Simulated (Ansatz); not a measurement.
The cluster CuI₂⁻, relaxed as a singlet with RKS r2SCAN-D4/def2-TZVPD in Ansatz, starting from the GFN1-xTB geometry. Force threshold 0.02 eV/Å.

In the def2 sets I takes a core potential; there is no spin–orbit coupling. The relaxation made no stability test and no search for a lower SCF solution. The structure comes from a short search, and lower isomers may exist.

Start:

| atom | x (Å) | y (Å) | z (Å) |
| --- | --- | --- | --- |
| Cu1 | 0.000 | 0.000 | -0.001 |
| I2 | -1.916 | -0.204 | 1.519 |
| I3 | 1.916 | 0.204 | -1.519 |

Question: Estimate the energy that the relaxation releases and the steps that it takes.

Answer: 0.1 kcal/mol, in 2 steps; 4 s on 4 threads of Arm Neoverse V2 on a shared host. No frequencies were taken in this run, so the end may be a saddle point.

Question: Does the start keep its bonding and symmetry?

Answer: By distances, no bond broke or formed. The bond that changes most is Cu1–I2, from 2.45 to 2.43 Å (atoms count from 1). Point group D∞h at the start, D∞h at the end, both within 0.05 Å.

Question: Predict the relaxed structure.

Answer: 
Cartesian coordinates in Å:
```
Cu 0.000 0.000 0.000
I -1.897 -0.202 1.504
I 1.897 0.202 -1.504
```
Bond lengths: 2 × Cu–I 2.43 Å.
